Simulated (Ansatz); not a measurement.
Coupled-cluster run, C3H12AlN, SMILES `C[N+](C)(C)[AlH3-]`.

```yaml
crystal:
  periodic: [false, false, false]
  atoms:
    - {symbol: C, position_ang: [-0.400214, 0.337272, -1.422141]}
    - {symbol: N, position_ang: [0.091107, -0.040811, -0.092565]}
    - {symbol: C, position_ang: [1.372655, 0.619582, 0.178848]}
    - {symbol: C, position_ang: [0.245611, -1.497136, -0.006589]}
    - {symbol: Al, position_ang: [-1.276308, 0.564004, 1.314652]}
    - {symbol: H, position_ang: [-0.533403, 1.418464, -1.461684]}
    - {symbol: H, position_ang: [0.308796, 0.027635, -2.198643]}
    - {symbol: H, position_ang: [-1.363899, -0.140844, -1.598204]}
    - {symbol: H, position_ang: [1.711496, 0.348786, 1.178911]}
    - {symbol: H, position_ang: [1.236085, 1.700231, 0.136146]}
    - {symbol: H, position_ang: [2.126746, 0.317107, -0.556948]}
    - {symbol: H, position_ang: [0.586453, -1.763672, 0.993941]}
    - {symbol: H, position_ang: [0.971398, -1.853142, -0.746881]}
    - {symbol: H, position_ang: [-0.719105, -1.971965, -0.185852]}
    - {symbol: H, position_ang: [-1.275886, 2.145312, 1.035027]}
    - {symbol: H, position_ang: [-2.559999, -0.266697, 0.823943]}
    - {symbol: H, position_ang: [-0.540329, 0.055472, 2.648239]}
basis:
  gaussian: {orbitals: def2-SVP}
correlation: {method: ccsd_t}
```

```sh
$ ansatz run in.yaml --threads 4 --pin off --events-out ev --progress --plain --max-ram 11315MiB
```

Log, shortened:

```
Functional definition: HF
1354 factors; integrals over basis functions are off by at most 1.6e-3 eV
mean field evaluation 1: about -11337.7743 eV, gradient 2.7e1 eV
mean field evaluation 2: about -11337.7836 eV, gradient 2.7e1 eV
mean field evaluation 4: about -11340.2879 eV, gradient 2.1e0 eV
mean field evaluation 8: about -11340.3015 eV, gradient 4.0e-5 eV
mean field -11340.30150177 eV, -416.7483934578 hartree, gradient 1.0e-6 eV, S^2 0.000000; 0 other end points of the search recorded, 0 dependent functions left out
9 core orbitals not correlated: weight in the atoms' cores, before any rotation towards them, 1.000 or more for the frozen orbitals, at most 0.000 for the correlated occupied ones
reference -11340.30150177 eV, -416.7483934578 hartree; 16, 16 occupied and 109, 109 virtual orbitals, 1354 factors
second order -19.00282729 eV of doubles, -0.00000000 eV of singles
cycle   1  -20.37718139 eV  change    -1.4e0 eV  update   9.4e-2
cycle   2  -21.01163292 eV  change   -6.3e-1 eV  update   2.8e-2
cycle   3  -21.08078914 eV  change   -6.9e-2 eV  update   9.1e-3
cycle   4  -21.07997523 eV  change    8.1e-4 eV  update   2.5e-3
cycle   5  -21.08083542 eV  change   -8.6e-4 eV  update   7.4e-4
cycle   6  -21.08072665 eV  change    1.1e-4 eV  update   2.0e-4
cycle   7  -21.08065733 eV  change    6.9e-5 eV  update   5.5e-5
cycle   8  -21.08065470 eV  change    2.6e-6 eV  update   1.7e-5
perturbative correction -0.57440819 eV, -0.0211091117 hartree
Total energy: -11361.95656467 eV, -417.5442023408 hartree
```

Hardware: 4 threads of an Arm Neoverse V2 on a shared host. Wall time 13 s, peak host memory 0.94 GiB.

The correlation energy is -21.655 eV, 2.7 % of it from (T); the T1 diagnostic reads 0.0083.
